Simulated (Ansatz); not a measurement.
Reaction (substitution at a C–Si bond): `C=C([SiH3])C[SiH3]` + H–F → `C=C([SiH3])CF` + SiH₄

Computed with Ansatz on PBE0-D4/def2-TZVP structures; ΔE is electronic, products minus reactants. CCSD(T)/CBS is the MP2 limit (def2-TZVPP, def2-QZVPP) plus CCSD(T) − MP2 in def2-TZVPP, frozen cores. This one scheme is used for every species. DFT in def2-TZVPP. One conformer a species, not always the lowest.

`C=C([SiH3])C[SiH3]`:

```xyz
15

C     1.371    0.651    1.139
C     0.175    0.402    0.604
Si   -0.892    1.835    0.052
C    -0.344   -0.996    0.429
Si    0.118   -1.698   -1.261
H     1.753    1.661    1.244
H     2.017   -0.149    1.497
H    -2.166    1.837    0.824
H    -0.167    3.111    0.283
H    -1.249    1.719   -1.388
H     0.075   -1.667    1.186
H    -1.434   -1.039    0.531
H     1.596   -1.825   -1.350
H    -0.354   -0.801   -2.348
H    -0.498   -3.041   -1.444
```

H–F:

```xyz
2

F     0.009    0.460   -0.019
H    -0.009   -0.460    0.019
```

`C=C([SiH3])CF`:

```xyz
12

C    -1.403    0.450   -0.593
C    -0.267   -0.021   -0.084
Si    1.212    1.105    0.113
C    -0.128   -1.445    0.343
F    -1.283   -2.172    0.147
H    -2.275   -0.186   -0.717
H    -1.499    1.485   -0.902
H     1.631    1.176    1.540
H     0.843    2.459   -0.370
H     2.372    0.591   -0.666
H     0.124   -1.504    1.408
H     0.674   -1.939   -0.220
```

SiH₄:

Z-matrix (Å, degrees):
```
Si
H 1 1.485
H 1 1.485 2 109.5
H 1 1.485 2 109.5 3 -120.0
H 1 1.485 2 109.5 3 120.0
```

Task: Is it downhill or uphill in electronic energy at CCSD(T)/CBS, and by how much? (Best estimate.)

Result: The calculation gave: Uphill: ΔE = +82.2 kJ/mol.

Task: What do these levels give: PBE-D4, ωB97X-V, PBE, PBE0, MP2/def2-TZVPP, CCSD(T)/def2-TZVPP? (Best estimate.)

Result: Computed: PBE-D4 72.7, ωB97X-V 63.8, PBE 63.9, PBE0 68.0, MP2/def2-TZVPP 90.0, CCSD(T)/def2-TZVPP 75.7 kJ/mol.

Largest T1 diagnostic among the species: 0.012.

In def2-TZVPP, CCSD(T) changes the Hartree–Fock value by +31.1 kJ/mol (the triples alone add +3.5 kJ/mol) and MP2 by +45.4 kJ/mol. From PBE to PBE0 (25 % exact exchange), in def2-TZVPP and without D4, ΔE moves by +4.1 kJ/mol.
